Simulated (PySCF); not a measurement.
Species: C4H7NSi.
Bonds: N1–C2 (triple), C2–Si3, Si3–C4, C4–C5, C5–C6, Si3–C6. Hydrogens: H7 on Si3; H8, H9 on C4; H10, H11 on C5; H12, H13 on C6.

Computed, not measured: PySCF, PBE0-D3(BJ)/def2-SVP geometry optimisation, gas phase.

(1) What internal coordinates does the optimisation give?

## Answers

(1) 
| bond | length (bohr) | order |
| --- | --- | --- |
| N1≡C2 | 2.193 | triple |
| C2–Si3 | 3.519 | single |
| Si3–C4, Si3–C6 | 3.561 | single |
| C4–C5, C5–C6 | 2.940 | single |
| Si3–H7 | 2.815 | single |
| C4–H8, C6–H13 | 2.082 | single |
| C4–H9, C6–H12 | 2.076 | single |
| C5–H10 | 2.082 | single |
| C5–H11 | 2.082 | single |

Bonds in one row agree within 0.02 bohr and their mean is given. Orders are formal, as drawn. A selection of angles:
| angle | degrees |
| --- | --- |
| N1–C2–Si3 | 177.8 |
| C2–Si3–C4 | 117.6 |
| C2–Si3–H7 | 106.3 |
| C4–Si3–C6 | 79.4 |
| C4–Si3–H7 | 117.4 |
| Si3–C4–C5 | 86.4 |
| Si3–C4–H8 | 110.6 |
| Si3–C4–H9 | 121.5 |
| C5–C4–H8 | 111.6 |
| C5–C4–H9 | 116.8 |
| H8–C4–H9 | 108.4 |
| C4–C5–C6 | 101.3 |
| C4–C5–H10 | 109.9 |
| C4–C5–H11 | 114.4 |
| H10–C5–H11 | 106.8 |

Torsions: C2–Si3–C4–C5 -133° (anticlinal); Si3–C4–C5–C6 21° (synperiplanar); C4–C5–C6–Si3 -21° (synperiplanar); C2–Si3–C6–C5 133° (anticlinal).

Si3 (SiH silicon) has angles from 79.4° to 117.6°. The 3 C–Si bonds span 1.862 Å (C2–Si3, drawn single) to 1.885 Å (Si3–C4, drawn single), a spread of 0.023 Å. The 4-membered ring Si3–C4–C5–C6 has internal angles of 79.4° to 101.3°; it is puckered, 0.14 Å rms from its mean plane, widest ring torsion 21°.

Point group: Cs (tolerance 0.08 Å). No frequency check. One conformer, not necessarily the lowest.

The run took about 2.4 min of CPU time (one thread, shared machine). These figures are those of the optimisation.
